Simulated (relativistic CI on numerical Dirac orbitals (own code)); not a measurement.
Level scheme of Nd XXIII

These numbers are calculated, not measured: Dirac-Coulomb-Breit CI, orbitals from a KLI potential per configuration, a model potential for QED, unscaled Slater integrals (own radial code, finite nucleus).

Configuration list (outside the closed core [Ar] 3d10): 4s2.4p6.4d2, 4s2.4p5.4d3, 4s2.4p6.4d.4f, 4s.4p6.4d3, 4s2.4p5.4d2.4f, 4s.4p6.4d2.4f, 4s2.4p6.4d.5s, 4s2.4p6.4d.5p, 4s2.4p6.4f.5s, 4s2.4p6.4d.5d, 4s2.4p6.4f2, 4s2.4p5.4f3, 4s.4p6.4f3, 4s2.4p6.4f.5p, 4s2.4p5.4f2.5p, 4s.4p6.4f2.5p. Double excitations out of closed p, d and f shells are left out; levels of such configurations are missing from the list, as are those of other unlisted configurations, and high levels can miss mixing partners.

The lowest level is 4s2.4p6.4d2 3F_2, with 84 % of that term; Hund's rules for 4s2.4p6.4d2 give 3F with J = 2, in agreement.

| No. | Configuration | Term | J | E (eV) | % | Landé g | Lifetime (s) | jj configuration (%) |
| --- | --- | --- | --- | --- | --- | --- | --- | --- |
| 1 | 4s2.4p6.4d2 | 3F | 2 | 0.000 | 84 | 0.722 |  | 4d3/2^2 (95) |
| 2 | 4s2.4p6.4d2 | 3F | 3 | 4.656 | 99 | 1.081 | 8.71e-04 | 4d3/2 4d5/2 (99) |
| 3 | 4s2.4p6.4d2 | 3P | 0 | 5.283 | 87 |  | 7.39e-01 | 4d3/2^2 (88) |
| 4 | 4s2.4p6.4d2 | 3F | 4 | 7.576 | 69 | 1.172 | 5.43e-03 | 4d3/2 4d5/2 (74) |
| 5 | 4s2.4p6.4d2 | 3P | 2 | 7.589 | 48 | 1.200 | 1.20e-03 | 4d3/2 4d5/2 (94) |
| 6 | 4s2.4p6.4d2 | 3P | 1 | 8.315 | 99 | 1.499 | 3.09e-03 | 4d3/2 4d5/2 (99) |
| 7 | 4s2.4p6.4d2 | 1G | 4 | 12.332 | 69 | 1.074 | 5.40e-04 | 4d5/2^2 (74) |
| 8 | 4s2.4p6.4d2 | 3P | 2 | 13.506 | 50 | 1.239 | 4.35e-04 | 4d5/2^2 (98) |
| 9 | 4s2.4p6.4d2 | 1S | 0 | 21.947 | 88 |  | 1.17e-04 | 4d5/2^2 (88) |
| 10 | 4s2.4p5.4d3 | 5F° | 2 | 103.749 | 36 | 1.161 | 3.13e-09 | 4p3/2^3 4d3/2^3 (72) |
| 11 | 4s2.4p5.4d3 | 5D° | 1 | 104.195 | 50 | 0.978 | 1.50e-09 | 4p3/2^3 4d3/2^3 (68) |
| 12 | 4s2.4p5.4d3 | 5D° | 0 | 105.334 | 90 |  | 2.47e-09 | 4p3/2^3 4d3/2^3 (54) |
| 13 | 4s2.4p5.4d3 | 5F° | 3 | 105.602 | 49 | 1.257 | 2.96e-09 | 4p3/2^3 4d3/2^2 4d5/2 (75) |
| 14 | 4s2.4p5.4d3 | 5S° | 2 | 107.299 | 59 | 1.818 | 3.15e-09 | 4p3/2^3 4d3/2^2 4d5/2 (73) |
| 15 | 4s2.4p5.4d3 | 5F° | 4 | 107.461 | 48 | 1.302 | 5.96e-09 | 4p3/2^3 4d3/2^2 4d5/2 (65) |
| 16 | 4s2.4p5.4d3 | 5D° | 3 | 108.453 | 30 | 1.211 | 2.04e-09 | 4p3/2^3 4d3/2^3 (64) |
| 17 | 4s2.4p5.4d3 | 3F° | 2 | 109.264 | 39 | 1.044 | 1.25e-09 | 4p3/2^3 4d3/2^2 4d5/2 (82) |
| 18 | 4s2.4p5.4d3 | 5G° | 5 | 109.576 | 44 | 1.281 | 3.23e-09 | 4p3/2^3 4d3/2^2 4d5/2 (56) |
| 19 | 4s2.4p5.4d3 | 5D° | 1 | 109.770 | 37 | 0.791 | 2.99e-10 | 4p3/2^3 4d3/2^2 4d5/2 (81) |
| 20 | 4s2.4p5.4d3 | 5D° | 4 | 110.314 | 48 | 1.324 | 2.48e-09 | 4p3/2^3 4d3/2^2 4d5/2 (67) |
| 21 | 4s2.4p5.4d3 | 3G° | 3 | 110.971 | 47 | 0.961 | 4.86e-10 | 4p3/2^3 4d3/2^2 4d5/2 (82) |
| 22 | 4s2.4p5.4d3 | 5G° | 6 | 111.389 | 54 | 1.240 | 9.66e-03 | 4p3/2^3 4d3/2^2 4d5/2 (66) |
| 23 | 4s2.4p5.4d3 | 3G° | 4 | 112.718 | 42 | 1.103 | 2.90e-09 | 4p3/2^3 4d3/2^2 4d5/2 (68) |
| 24 | 4s2.4p5.4d3 | 3P° | 0 | 113.553 | 61 |  | 3.42e-08 | 4p3/2^3 4d3/2^2 4d5/2 (53) |
| 25 | 4s2.4p5.4d3 | 3P° | 2 | 113.629 | 30 | 1.289 | 3.70e-10 | 4p3/2^3 4d3/2 4d5/2^2 (65) |
| 26 | 4s2.4p5.4d3 | 3D° | 3 | 113.852 | 25 | 1.202 | 7.47e-10 | 4p3/2^3 4d3/2^2 4d5/2 (76) |
| 27 | 4s2.4p5.4d3 | 3P° | 1 | 114.275 | 40 | 1.501 | 2.63e-10 | 4p3/2^3 4d3/2^2 4d5/2 (69) |
| 28 | 4s2.4p5.4d3 | 3D° | 2 | 114.622 | 29 | 1.116 | 9.99e-10 | 4p3/2^3 4d3/2^2 4d5/2 (53) |
| 29 | 4s2.4p5.4d3 | 5F° | 5 | 115.059 | 37 | 1.220 | 1.87e-09 | 4p3/2^3 4d3/2 4d5/2^2 (46) |
| 30 | 4s2.4p5.4d3 | 3G° | 4 | 115.116 | 35 | 1.035 | 1.21e-09 | 4p3/2^3 4d3/2^2 4d5/2 (55) |
| 31 | 4s2.4p5.4d3 | 3G° | 5 | 115.444 | 41 | 1.178 | 2.13e-09 | 4p3/2^3 4d3/2 4d5/2^2 (50) |
| 32 | 4s2.4p5.4d3 | 5D° | 4 | 115.629 | 38 | 1.276 | 2.33e-09 | 4p3/2^3 4d3/2 4d5/2^2 (52) |
| 33 | 4s2.4p5.4d3 | 5G° | 6 | 116.053 | 35 | 1.147 | 8.18e-04 | 4p3/2^3 4d3/2 4d5/2^2 (51) |
| 34 | 4s2.4p5.4d3 | 3D° | 2 | 116.370 | 39 | 1.186 | 1.48e-10 | 4p3/2^3 4d3/2 4d5/2^2 (62) |
| 35 | 4s2.4p5.4d3 | 3D° | 3 | 116.677 | 30 | 1.159 | 1.85e-10 | 4p3/2^3 4d3/2 4d5/2^2 (73) |
| 36 | 4s2.4p5.4d3 | 3G° | 3 | 117.323 | 36 | 0.992 | 3.25e-11 | 4p3/2^3 4d3/2 4d5/2^2 (43) |
| 37 | 4s2.4p5.4d3 | 3D° | 3 | 117.813 | 36 | 1.113 | 3.85e-11 | 4p3/2^3 4d3/2 4d5/2^2 (56) |
| 38 | 4s2.4p5.4d3 | 3P° | 1 | 118.207 | 60 | 1.566 | 3.51e-10 | 4p3/2^3 4d3/2 4d5/2^2 (62) |
| 39 | 4s2.4p5.4d3 | 3I° | 7 | 118.315 | 100 | 1.141 | 2.90e-03 | 4p3/2^3 4d3/2 4d5/2^2 (100) |
| 40 | 4s2.4p5.4d3 | 3H° | 5 | 118.339 | 44 | 1.056 | 1.74e-10 | 4p3/2^3 4d3/2 4d5/2^2 (72) |
| 41 | 4s2.4p5.4d3 | 3F° | 4 | 118.946 | 35 | 1.104 | 7.62e-11 | 4p3/2^3 4d3/2 4d5/2^2 (71) |
| 42 | 4s2.4p5.4d3 | 3F° | 4 | 119.177 | 60 | 1.173 | 7.99e-11 | 4p3/2^3 4d3/2 4d5/2^2 (71) |
| 43 | 4s2.4p5.4d3 | 3D° | 2 | 119.213 | 21 | 1.238 | 7.72e-11 | 4p3/2^3 4d3/2^2 4d5/2 (70) |
| 44 | 4s2.4p5.4d3 | 5P° | 3 | 120.183 | 57 | 1.500 | 1.11e-09 | 4p3/2^3 4d3/2 4d5/2^2 (61) |
| 45 | 4s2.4p5.4d3 | 5G° | 2 | 120.284 | 22 | 0.944 | 1.89e-11 | 4p3/2^3 4d3/2^2 4d5/2 (47) |
| 46 | 4s2.4p5.4d3 | 3P° | 0 | 120.673 | 76 |  | 4.27e-10 | 4p3/2^3 4d5/2^3 (49) |
| 47 | 4s2.4p5.4d3 | 5F° | 1 | 120.718 | 25 | 0.746 | 2.65e-11 | 4p3/2^3 4d3/2^2 4d5/2 (37) |
| 48 | 4s2.4p5.4d3 | 3G° | 5 | 120.746 | 55 | 1.122 | 9.89e-11 | 4p3/2^3 4d3/2 4d5/2^2 (53) |
| 49 | 4s2.4p5.4d3 | 3F° | 3 | 121.518 | 54 | 1.066 | 1.27e-10 | 4p3/2^3 4d3/2 4d5/2^2 (62) |
| 50 | 4s2.4p5.4d3 | 3D° | 1 | 121.822 | 72 | 0.702 | 7.56e-11 | 4p3/2^3 4d3/2 4d5/2^2 (75) |
| 51 | 4s2.4p5.4d3 | 3H° | 6 | 121.920 | 65 | 1.141 | 4.33e-04 | 4p3/2^3 4d5/2^3 (58) |
| 52 | 4s2.4p5.4d3 | 3H° | 6 | 122.716 | 54 | 1.096 | 3.01e-04 | 4p3/2^3 4d3/2 4d5/2^2 (79) |
| 53 | 4s2.4p5.4d3 | 1G° | 4 | 122.793 | 28 | 1.096 | 6.82e-11 | 4p3/2^3 4d3/2 4d5/2^2 (62) |
| 54 | 4s2.4p5.4d3 | 3D° | 3 | 123.060 | 32 | 1.133 | 1.09e-10 | 4p3/2^3 4d5/2^3 (75) |
| 55 | 4s2.4p5.4d3 | 1D° | 2 | 123.164 | 46 | 1.020 | 1.87e-10 | 4p3/2^3 4d3/2 4d5/2^2 (72) |
| 56 | 4s2.4p5.4d3 | 3F° | 4 | 124.198 | 42 | 1.129 | 6.12e-11 | 4p3/2^3 4d3/2 4d5/2^2 (46) |
| 57 | 4s2.4p5.4d3 | 3D° | 1 | 124.380 | 36 | 1.206 | 1.54e-11 | 4p3/2^3 4d3/2^2 4d5/2 (33) |
| 58 | 4s2.4p5.4d3 | 3G° | 5 | 124.545 | 38 | 1.098 | 6.12e-11 | 4p3/2^3 4d5/2^3 (65) |
| 59 | 4s2.4p5.4d3 | 3P° | 2 | 125.136 | 26 | 1.135 | 3.42e-11 | 4p3/2^3 4d5/2^3 (40) |
| 60 | 4s2.4p5.4d3 | 3P° | 0 | 125.750 | 70 |  | 1.48e-08 | 4p3/2^3 4d5/2^3 (48) |
| 61 | 4s2.4p5.4d3 | 1D° | 2 | 126.301 | 29 | 1.123 | 2.14e-11 | 4p3/2^3 4d3/2 4d5/2^2 (56) |
| 62 | 4s2.4p5.4d3 | 3F° | 3 | 126.611 | 25 | 1.128 | 1.73e-11 | 4p3/2^3 4d3/2 4d5/2^2 (32) |
| 63 | 4s2.4p5.4d3 | 3P° | 1 | 127.681 | 64 | 1.331 | 3.48e-11 | 4p3/2^3 4d3/2 4d5/2^2 (59) |
| 64 | 4s2.4p5.4d3 | 3F° | 3 | 127.681 | 32 | 1.056 | 3.86e-11 | 4p3/2^3 4d3/2 4d5/2^2 (55) |
| 65 | 4s2.4p5.4d3 | 3F° | 4 | 127.750 | 32 | 1.136 | 3.70e-11 | 4p3/2^3 4d3/2 4d5/2^2 (49) |
| 66 | 4s2.4p5.4d3 | 3D° | 2 | 127.882 | 24 | 0.975 | 2.15e-11 | 4p3/2^3 4d3/2 4d5/2^2 (37) |
| 67 | 4s2.4p5.4d3 | 3G° | 5 | 128.155 | 48 | 1.089 | 5.02e-11 | 4p3/2^3 4d3/2 4d5/2^2 (82) |
| 68 | 4s2.4p5.4d3 | 3P° | 1 | 128.500 | 26 | 1.407 | 2.64e-11 | 4p3/2^3 4d3/2 4d5/2^2 (57) |
| 69 | 4s2.4p5.4d3 | 3P° | 2 | 129.593 | 26 | 1.251 | 1.49e-11 | 4p3/2^3 4d3/2 4d5/2^2 (42) |
| 70 | 4s2.4p5.4d3 | 3P° | 0 | 130.668 | 45 |  | 1.51e-11 | 4p3/2^3 4d3/2 4d5/2^2 (60) |

Energies count from the lowest computed level; ° marks odd parity; lifetimes are radiative, by E1, M1, E2, M2, E3 decay to levels of this space only. Filled j subshells are mostly left out of the jj labels.

The mean weight of the leading LS term, summed over parents, in these 70 levels is 48 %, and that of the leading jj configuration (from the same eigenvectors) 65 %, so jj coupling describes them better and the LS labels are nominal.

At this charge energies of transitions that change n are usually good to better than 1 %, and those within a shell (Δn = 0) to a few per cent. Terms inside the open d or f shell come out 10 to 20 % too wide with unscaled integrals.

LS names give the leading component of a level, which can be under half, so a name can repeat, a term be missing and a line seem to break the LS rules.
